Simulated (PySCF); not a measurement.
**SMILES C#CC#Cc1cccs1, C₈H₄S**

Geometry:
```tsv
atom	x (Å)	y (Å)	z (Å)
C1	4.593	0.012	0.391
C2	3.393	-0.019	0.186
C3	2.046	-0.055	-0.042
C4	0.840	-0.088	-0.244
C5	-0.544	-0.120	-0.486
C6	-1.545	-0.657	0.307
C7	-2.832	-0.506	-0.261
C8	-2.802	0.138	-1.473
S9	-1.212	0.569	-1.936
H10	5.652	0.040	0.569
H11	-1.336	-1.138	1.262
H12	-3.751	-0.861	0.207
H13	-3.643	0.383	-2.121
```

Level of theory: quadratic response CAM-B3LYP/aug-cc-pVDZ first hyperpolarisability, Taylor convention, gas phase (PySCF 2.14.0). Geometry: PBE0-D3(BJ)/def2-SVP.

(1) What is the first hyperpolarisability, and how does it disperse?

(2) Which lowest excitations, dipole and polarisabilities go with it?

Answers

(1) In au, Taylor convention; the vector part is βᵢ = ⅓ Σⱼ (βᵢⱼⱼ + βⱼᵢⱼ + βⱼⱼᵢ); β∥ is 3/5 of the vector part along the dipole, the dipole points from − to +:
```
                   process  λ (nm)  β vector norm     β∥  β HRS  depolarisation ratio
           static β(0;0,0)       ∞          625.2  361.4  269.5                  4.41
second harmonic β(−2ω;ω,ω)    1907          683.5  394.8  293.7                  4.48
         Pockels β(−ω;ω,0)    1907          643.7  372.0      –                     –
second harmonic β(−2ω;ω,ω)    1064          850.5  490.4  362.8                  4.65
         Pockels β(−ω;ω,0)    1064          687.9  397.4      –                     –
```

(2) S1 4.07 eV (f = 0.000); S2 4.10 eV (f = 0.269); S3 4.38 eV (f = 0.000); dipole 1.40 D; isotropic α 131.7 au static, 132.7 au at 1907 nm, 134.8 au at 1064 nm, 135.6 au at 953.5 nm, 146.5 au at 532 nm.
